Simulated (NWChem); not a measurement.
System: boron oxyfluoride (BOF); SMILES B(=O)F

All runs: NWChem. STO-3G and 3-21G are far too small for this property and stand as cheap habits. The geometry was optimised at PBE-D3(BJ)/def2-SVP. Vertical excitations in the gas phase.

**Question.** Predict the results for CAM-B3LYP/3-21G, TDA. Quantities: lowest excitation, singlet (eV); oscillator strength of that lowest state; orbital gap (eV).

**Answer.** 
```yaml
lowest excitation, singlet (eV): 8.56
oscillator_strength_of_that_lowest_state: 0.052
orbital gap (eV): 13.10
```
